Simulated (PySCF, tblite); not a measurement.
C4H9BOSi.
SMILES: `C1(=C)[Si@](C)(CO1)B`

Jobs on this species (16 atoms, 60 electrons) with PySCF (density fitting) and tblite. Hardware of each: one thread of an Intel Xeon at 2.50 GHz, no GPU, shared host. Times come from a shared host and carry two figures at best.

```json
{"level and settings": "PBE0/def2-SVPD", "work": "8 singlets by full TDDFT, 3 Tamm–Dancoff triplets, polarisability", "basis functions": "219", "SCF cycles": "?", "wall time": "?"}
{"level and settings": "GFN2-xTB", "work": "L-BFGS relaxation", "basis functions": "–", "SCF cycles": "–", "wall time": "3.6 s"}
{"level and settings": "GFN2-xTB", "work": "Hessian by finite differences", "basis functions": "–", "SCF cycles": "–", "wall time": "1.7 s"}
```

Task: Fill in the missing figures.

Result: 
- PBE0/def2-SVPD; 8 singlets by full TDDFT, 3 Tamm–Dancoff triplets, polarisability: 90 s, 14 SCF cycles

Task: What do all jobs in the table cost together?

Result: About 95 s; the longest takes about 94 % of that, and about 53 times as long as the shortest.
